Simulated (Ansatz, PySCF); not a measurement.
Reaction R1 → P1, each structure at its B3LYP-D3(BJ)/def2-TZVP stationary point, reached from a drawn start; harmonic modes at that level show minima.
P1, C4H4N2 (SMILES N#CCCC#N) (charge 0, multiplicity 1):
```
atom    x (Å)    y (Å)    z (Å)
----  -------  -------  -------
N     -2.0779   1.6128  -0.6572
C     -1.4918   0.6997  -0.2791
C     -0.7393  -0.4636   0.1749
C      0.7422  -0.4204  -0.2540
C      1.4873   0.6487   0.3998
N      2.0677   1.4839   0.9344
H     -1.2013  -1.3594  -0.2440
H     -0.8144  -0.5331   1.2612
H      1.2103  -1.3733  -0.0006
H      0.8171  -0.2954  -1.3354
```
R1, C4H4N2 (SMILES N#CCCC#N) (charge 0, multiplicity 1, Z-matrix in Å and degrees):
```
C
H 1 1.0912
H 1 1.0912 2 107.25
C 1 1.4572 2 109.06 3 -117.98
N 4 1.1492 2 151.07 1 177.56
C 1 1.5440 2 110.12 3 119.82
H 6 1.0912 1 110.12 2 62.02
H 6 1.0912 7 107.25 1 -119.82
C 6 1.4572 7 109.06 8 -117.98
N 9 1.1492 7 151.07 6 177.56
```

P less R. No zero-point or thermal terms. One arrangement of each flexible species, with no search for the lowest.

Cores are frozen in the correlated methods.

Codes used: Ansatz (a quantum-chemistry and plane-wave program); PySCF for the D3/D4 terms. No computed number here is a measurement.

Total energies in hartree:

| structure | PBE/def2-TZVPP | B3LYP-D3(BJ)/def2-TZVPP | CCSD(T)/cc-pVTZ |
|---|---|---|---|
| P1 | -264.071784 | -264.419661 | -263.851843 |
| R1 | -264.073532 | -264.421166 | -263.853282 |

**Question.** Work out the reaction energy at each level in kcal/mol (1 hartree = 627.50947 kcal/mol), and say how far PBE/def2-TZVPP lies from CCSD(T)/cc-pVTZ.

**Answer.** 
- PBE/def2-TZVPP: (-264.071784) − (-264.073532) = 0.001748 hartree = 1.10 kcal/mol
- B3LYP-D3(BJ)/def2-TZVPP: (-264.419661) − (-264.421166) = 0.001505 hartree = 0.94 kcal/mol
- CCSD(T)/cc-pVTZ: (-263.851843) − (-263.853282) = 0.001439 hartree = 0.90 kcal/mol
PBE/def2-TZVPP less CCSD(T)/cc-pVTZ: 0.20 kcal/mol. CCSD(T)/cc-pVTZ is the level counted from, the highest shown, and no exact or measured value.
